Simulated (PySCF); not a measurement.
# C7H5F5: full NMR table

```
Formula                               : C7H5F5
SMILES                                : FC(F)(F)C(F)(F)C1=CCC=C1
InChI                                 : InChI=1S/C7H5F5/c8-6(9,7(10,11)12)5-3-1-2-4-5/h1,3-4H,2H2
Point group of the computed structure : C1
Degrees of unsaturation               : 3
Carbon signals                        : 7
Proton signals                        : 4
```

Mapped SMILES: `[F:1][C:2]([F:3])([F:4])[C:5]([F:6])([F:7])[C:8]1=[CH:9][CH2:10][CH:11]=[CH:12]1`. Hydrogens are named by the atom that carries them.

[PySCF 2.14: PBE0/pcSseg-1 with gauge-including orbitals; coordinates at the GFN2-xTB level; averaged over atoms made equivalent by symmetry, fast rotation or ring inversion; a single conformation; no relativistic terms; no solvent model]

δ = σ(ref) − σ, references computed at the same level: $^{1}$H, $^{13}$C vs TMS; $^{19}$F against CFCl3.

| carbon | δC, type | δH (multiplicity) | HMBC from (2–3 bonds) | span of the C tensor (ppm) |
| --- | --- | --- | --- | --- |
| C2 | 129.2, C | – | – | 14 |
| C5 | 120.5, C | – | H(C9), H(C12) | 35 |
| C8 | 145.9, C | – | H(C9), H(C12), H(C11), H(C10) | 175 |
| C9 | 146.7, CH | 7.23 (m) | H(C12), H(C11), H(C10) | 220 |
| C10 | 45.9, CH2 | 3.32 (m) | H(C9), H(C12), H(C11) | 22 |
| C11 | 144.1, CH | 6.86 (m) | H(C9), H(C12), H(C10) | 215 |
| C12 | 138.2, CH | 7.02 (m) | H(C9), H(C11), H(C10) | 204 |

Other nuclei:
| atoms | nucleus | environment | δ (ppm) | σ (ppm) |
| --- | --- | --- | --- | --- |
| F1/F3/F4 | $^{19}$F | fluorine of a CF3 group | -96.9 | 267.9 |
| F6/F7 | $^{19}$F | fluorine of a CF2 group | -137.6 | 308.5 |

1. Carbon types of the structure: 3 × C, 3 × CH, 1 × CH2, which accounts for all hydrogens.
2. δC 146.7, 144.1, 138.2: alkene CH; as expected for a trigonal carbon in a double bond.
3. δC 145.9: fully substituted alkene carbon; the olefinic region.
4. δC 129.2: CF3 carbon; 3 electronegative neighbours deshield it.
5. δC 120.5: allylic fully substituted sp3 carbon bonded to 2 F; 2 electronegative neighbours deshield it.
6. δC 45.9: allylic sp3 CH2; a saturated carbon with 2 carbon neighbours and no heteroatom attached.

Splittings by $^{19}$F in the carbon and heteronuclear signals aren't shown, as no couplings were computed. Shifts are as computed. Against solution values, carbons near 30 ppm lie about +3 ppm off and those near 130 ppm about +5 ppm. Of 1211 compounds with measured shifts, 218 miss one by over three times the rms of a fit or turn the order of signals round; such compounds aren't used in these exercises. Unscaled 19F shifts against computed CFCl3 carry errors that often reach 10 to 50 ppm. No couplings were computed; multiplicities are counted from neighbouring protons, with m where these are inequivalent, close in shift, in a saturated or five-membered ring or joined by F or P, and br s for small geminal =CH2 splittings.
